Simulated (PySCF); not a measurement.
# Computed records: CH5BClSi, ClH4NSi2, CH5NSi2, CH4OSi2 and others

Computed with PySCF 2.14.0. Calculation on a computer-drawn molecule: optimised geometry and harmonic frequencies of an isolated molecule of the commonest isotopes, restricted reference for singlets and unrestricted otherwise, frozen core in MP2.

Common to all runs: multiplicity 1; basis cc-pV(D+d)Z.

```json
{"entry": 1, "formula": "CH5BClSi", "start_structure": {"atoms_angstrom": [["Si", 1.5194, 0.8942, 1.1181], ["C", -0.4373, 0.969, 1.5101], ["B", -1.2842, 0.6319, 0.3006], ["Cl", -2.0458, 0.1637, -0.9379], ["H", 1.778, 1.7521, -0.0157], ["H", 2.0214, 1.2501, 2.4284], ["H", 1.7141, -0.545, 0.717], ["H", -0.5868, 2.0555, 1.734], ["H", -0.6125, 0.3819, 2.3419]]}, "given": {"charge": 1, "method": "HF", "drawn_bonds_atom": [1, 2, 3, 1, 1, 1, 2, 2], "drawn_bonds_other_atom": [2, 3, 4, 5, 6, 7, 8, 9], "drawn_bonds_order": [1, 1, 1, 1, 1, 1, 1, 1]}, "results": {"optimised_atom_element": ["Si", "C", "B", "Cl", "H", "H", "H", "H", "H"], "optimised_atom_x [angstrom]": [1.52, -0.4193, -1.276, -2.188, 1.82, 2.124, 1.789, -0.641, -0.6641], "optimised_atom_y [angstrom]": [0.8604, 0.9952, 0.6199, 0.197, 1.764, 1.284, -0.5462, 2.035, 0.3441], "optimised_atom_z [angstrom]": [1.136, 1.455, 0.3172, -0.962, 0.01419, 2.403, 0.8007, 1.729, 2.304], "modes_frequency [cm^-1]": [98.49, 98.98, 311.1, 412.6, 523.4, 562.5, 696.9, 750.8, 818.6, 993.2, 1016, 1022, 1053, 1083, 1409, 1522, 2368, 2380, 2401, 3157, 3222], "modes_reduced_mass [dalton]": [6.131, 1.13, 2.245, 8.115, 1.178, 2.073, 2.435, 2.313, 1.604, 1.083, 1.038, 1.043, 1.102, 1.398, 1.5, 2.895, 1.018, 1.054, 1.051, 1.058, 1.101], "rotational_constants [GHz]": [16.1, 1.54, 1.442], "total_energy [hartree]": -813.6720, "convergence_status_largest_gradient_component [hartree/bohr]": 1.252e-05}}
{"entry": 2, "formula": "ClH4NSi2", "start_structure": {"atoms_angstrom": [["Si", -0.4511, 0.1703, -0.1023], ["N", -1.2545, -0.744, -1.3838], ["Si", -0.8512, -1.048, -2.9596], ["Cl", 0.858, 0.1254, -3.1294], ["H", 0.8926, -0.4219, 0.1265], ["H", -1.3028, -0.0563, 1.0874], ["H", -0.3205, 1.5457, -0.4923], ["H", -2.06, -1.2334, -1.0028]]}, "given": {"charge": 0, "method": "HF", "drawn_bonds_atom": [1, 2, 3, 1, 1, 1, 2], "drawn_bonds_other_atom": [2, 3, 4, 5, 6, 7, 8], "drawn_bonds_order": [1, 1, 1, 1, 1, 1, 1]}, "results": {"optimised_atom_element": ["Si", "N", "Si", "Cl", "H", "H", "H", "H"], "optimised_atom_x [angstrom]": [-0.4402, -1.227, -0.9052, 0.8936, 0.9123, -1.289, -0.3624, -2.071], "optimised_atom_y [angstrom]": [0.146, -0.7639, -1.051, 0.06492, -0.3741, -0.03889, 1.582, -1.228], "optimised_atom_z [angstrom]": [-0.07763, -1.369, -3.022, -3.233, 0.1967, 1.121, -0.4051, -1.067], "modes_frequency [cm^-1]": [129.0, 142.7, 158.0, 346.7, 490.8, 583.2, 625.5, 765.7, 806.1, 950.6, 1033, 1042, 1068, 1315, 2314, 2340, 2347, 3741], "modes_reduced_mass [dalton]": [8.528, 1.063, 4.415, 6.375, 21.16, 1.151, 3.083, 1.173, 1.607, 3.191, 1.05, 1.042, 1.131, 1.347, 1.044, 1.052, 1.025, 1.074], "rotational_constants [GHz]": [5.494, 2.18, 1.59], "total_energy [hartree]": -1094.2355, "convergence_status_largest_gradient_component [hartree/bohr]": 3.621e-05}}
{"entry": 3, "formula": "CH5NSi2", "start_structure": {"atoms_angstrom": [["Si", 0.404, 0.8992, -1.4553], ["N", 0.1048, -0.7194, -0.9126], ["C", 0.6811, -1.4024, 0.1064], ["Si", 1.5279, -0.8013, 1.5251], ["H", 1.5883, 1.1861, -0.6808], ["H", -0.5197, -1.2173, -1.4021], ["H", 0.5255, -2.5624, 0.064], ["H", 1.7678, 0.6249, 1.951], ["H", 2.2122, -1.7177, 2.4711]]}, "given": {"charge": 0, "method": "HF", "drawn_bonds_atom": [1, 2, 3, 1, 2, 3, 4, 4], "drawn_bonds_other_atom": [2, 3, 4, 5, 6, 7, 8, 9], "drawn_bonds_order": [1, 1, 2, 1, 1, 1, 1, 1]}, "results": {"optimised_atom_element": ["Si", "N", "C", "Si", "H", "H", "H", "H", "H"], "optimised_atom_x [angstrom]": [0.3651, 0.1518, 0.7269, 1.559, 1.461, -0.5209, 0.5936, 1.885, 2.07], "optimised_atom_y [angstrom]": [0.8594, -0.69, -1.361, -0.8281, 1.329, -1.267, -2.44, 0.5586, -1.871], "optimised_atom_z [angstrom]": [-1.629, -0.9169, 0.1772, 1.576, -0.6908, -1.389, 0.1381, 1.927, 2.475], "modes_frequency [cm^-1]": [52.01, 182.9, 346.1, 410.7, 439.9, 531.4, 664.8, 760.6, 769.9, 878.4, 926.6, 949.3, 1011, 1286, 1457, 1592, 2127, 2383, 2398, 3289, 3778], "modes_reduced_mass [dalton]": [1.39, 5.568, 1.407, 1.586, 1.518, 1.624, 2.43, 1.195, 2.373, 1.2, 2.468, 1.232, 1.139, 1.854, 1.913, 1.365, 1.042, 1.029, 1.055, 1.086, 1.075], "rotational_constants [GHz]": [13.0, 2.162, 1.862], "total_energy [hartree]": -673.0085, "convergence_status_largest_gradient_component [hartree/bohr]": 2.377e-05}}
{"entry": 4, "formula": "CH4OSi2", "start_structure": {"atoms_angstrom": [["Si", 0.4098, -1.3112, 1.2483], ["O", -1.1197, -1.5912, 1.4382], ["C", -2.3059, -0.8022, 1.4388], ["Si", -2.4552, 0.9082, 1.459], ["H", 0.4942, 0.0791, 0.6414], ["H", -3.1277, -1.4127, 1.2447], ["H", -1.2987, 1.8649, 1.6933], ["H", -3.7302, 1.5949, 1.3666]]}, "given": {"charge": 0, "method": "HF", "drawn_bonds_atom": [1, 2, 3, 1, 3, 4, 4], "drawn_bonds_other_atom": [2, 3, 4, 5, 6, 7, 8], "drawn_bonds_order": [1, 1, 2, 1, 1, 1, 1]}, "results": {"optimised_atom_element": ["Si", "O", "C", "Si", "H", "H", "H", "H"], "optimised_atom_x [angstrom]": [0.4923, -1.111, -2.232, -2.451, 0.4242, -3.08, -1.399, -3.776], "optimised_atom_y [angstrom]": [-1.377, -1.468, -0.7297, 0.9627, -0.1221, -1.352, 1.898, 1.518], "optimised_atom_z [angstrom]": [1.246, 1.642, 1.409, 1.533, 0.3744, 1.137, 1.951, 1.238], "modes_frequency [cm^-1]": [111.3, 169.4, 290.0, 382.3, 424.8, 534.5, 636.0, 785.0, 889.5, 937.5, 958.5, 1002, 1304, 1482, 2065, 2381, 2400, 3312], "modes_reduced_mass [dalton]": [2.72, 2.37, 1.454, 2.065, 1.31, 1.45, 2.295, 3.324, 1.221, 1.589, 1.452, 1.309, 3.973, 1.596, 1.043, 1.03, 1.055, 1.087], "rotational_constants [GHz]": [14.7, 2.208, 1.954], "total_energy [hartree]": -692.8359, "convergence_status_largest_gradient_component [hartree/bohr]": 4.479e-05}}
{"entry": 5, "formula": "ClH3OSi2", "start_structure": {"atoms_angstrom": [["Si", 0.1857, 0.6569, -2.2822], ["O", -0.4234, -0.1387, -1.0557], ["Si", -0.9523, -0.4646, 0.4825], ["Cl", -2.979, -0.0926, 0.4581], ["H", 1.0555, 1.7091, -1.5461], ["H", -0.3614, 0.4334, 1.3988], ["H", -0.6741, -1.8235, 0.6182]]}, "given": {"charge": 0, "method": "HF", "drawn_bonds_atom": [1, 2, 3, 1, 3, 3], "drawn_bonds_other_atom": [2, 3, 4, 5, 6, 7], "drawn_bonds_order": [1, 1, 1, 1, 1, 1]}, "results": {"optimised_atom_element": ["Si", "O", "Si", "Cl", "H", "H", "H"], "optimised_atom_x [angstrom]": [0.4121, -0.2499, -0.8889, -2.841, 0.4785, -0.1503, -0.9092], "optimised_atom_y [angstrom]": [0.6276, -0.3693, -0.4978, 0.1779, 1.907, 0.3423, -1.908], "optimised_atom_z [angstrom]": [-2.266, -1.11, 0.3902, 0.3595, -1.43, 1.342, 0.7886], "modes_frequency [cm^-1]": [29.92, 120.1, 158.4, 302.3, 548.1, 627.4, 689.9, 801.4, 957.9, 983.0, 1040, 1076, 2063, 2372, 2390], "modes_reduced_mass [dalton]": [3.513, 3.528, 1.583, 7.728, 14.05, 5.096, 1.384, 1.101, 1.181, 1.241, 1.252, 3.153, 1.044, 1.04, 1.043], "rotational_constants [GHz]": [8.389, 1.634, 1.427], "total_energy [hartree]": -1114.0803, "convergence_status_largest_gradient_component [hartree/bohr]": 1.468e-06}}
{"entry": 6, "formula": "ClH3OSi2", "start_structure": {"atoms_angstrom": [["Si", 0.4121, 0.6276, -2.2665], ["O", -0.2499, -0.3693, -1.1101], ["Si", -0.8889, -0.4978, 0.3902], ["Cl", -2.8413, 0.1779, 0.3595], ["H", 0.4785, 1.9071, -1.43], ["H", -0.1503, 0.3423, 1.3418], ["H", -0.9092, -1.9078, 0.7886]]}, "given": {"charge": 0, "method": "MP2", "drawn_bonds_atom": [1, 2, 3, 1, 3, 3], "drawn_bonds_other_atom": [2, 3, 4, 5, 6, 7], "drawn_bonds_order": [1, 1, 1, 1, 1, 1]}, "results": {"optimised_atom_element": ["Si", "O", "Si", "Cl", "H", "H", "H"], "optimised_atom_x [angstrom]": [0.4168, -0.2116, -0.8646, -2.777, 0.2974, -0.06951, -0.9408], "optimised_atom_y [angstrom]": [0.6648, -0.5195, -0.4917, 0.2685, 1.856, 0.3777, -1.876], "optimised_atom_z [angstrom]": [-2.216, -1.183, 0.3531, 0.2895, -1.252, 1.238, 0.8438], "modes_frequency [cm^-1]": [41.55, 151.5, 197.3, 303.6, 550.4, 621.7, 664.5, 760.8, 918.0, 927.4, 974.9, 999.4, 2018, 2320, 2342], "modes_reduced_mass [dalton]": [5.656, 3.484, 1.693, 3.598, 12.39, 2.57, 1.841, 1.105, 1.183, 1.631, 1.754, 1.364, 1.043, 1.034, 1.049], "rotational_constants [GHz]": [7.785, 1.719, 1.487], "total_energy [hartree]": -1114.5761, "convergence_status_largest_gradient_component [hartree/bohr]": 2.727e-05}}
```
